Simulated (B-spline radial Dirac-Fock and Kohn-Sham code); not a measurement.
These are calculated numbers from an atomic code on a B-spline grid; the model is the Dirac equation of a negative muon with reduced mass in the field of a spherical finite nucleus, with the Uehling potential to all orders; nuclear polarisation, deformation, hyperfine structure, self-energy, higher-order vacuum polarisation, relativistic recoil and electron screening are left out. The nuclear charge is a Fermi distribution (skin thickness 2.3 fm).

Task: A muonic atom of atomic mass 148.92 u emits these computed lines: 2p3/2 → 1s1/2 4493 keV, 3d5/2 → 2p3/2 1493 keV, 4f7/2 → 3d5/2 532.9 keV, 5g9/2 → 4f7/2 245.4 keV. Which element is it, and what rms charge radius was used?

Result: Samarium (Z = 62, nuclide ¹⁴⁹Sm); the high transitions hardly feel the nucleus and fix Z. The 2p → 1s line lies 4194 keV below the value for a point nucleus without QED, which for this nuclear model gives a radius near 5.01 fm (5.0134 fm was used).
